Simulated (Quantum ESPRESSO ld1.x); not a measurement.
Results of a calculation; reference values are marked as such.
The table gives one normalised radial function P(r) = r R(r) of As in [Ar] 3d10 4s2 4p3 (r in bohr). Code: ld1.x of Quantum ESPRESSO 7.5. Model: scalar-relativistic Kohn-Sham, LDA (Slater exchange, Perdew-Zunger correlation), spin-unpolarised, spherical densities, point nucleus.

r             P
0.004587  0.0227
0.006021  0.0374
0.007903  0.0613
0.01046   0.1013
0.01373   0.1632
0.01802   0.2592
0.02384   0.4088
0.03129   0.6198
0.0414    0.9171
0.05434   1.2817
0.07133   1.6892
0.09437   2.0744
0.1239    2.2960
0.1626    2.2473
0.2151    1.8675
0.2824    1.2759
0.3736    0.6629
0.4904    0.2540
0.6437    0.0652
0.8517    0.0095
1.118     0.0008
1.479     0.0000
1.942     0.0000
2.548     0.0000
3.372     0.0000
4.426     0.0000
5.809     0.0000
7.687     0.0000

Which n and l does it have? It may be an empty orbital.

Answer. n = 2, l = 1: the number of nodes gives n - l - 1 = 0, the rise at small r (about r^(l+1)) gives l, and the extent must fit the shell. The curve is that of 2p. 2p: eigenvalue -1303.0 eV, 0 radial nodes, <r> = 0.177 bohr, 90 % of the charge inside 0.290 bohr.
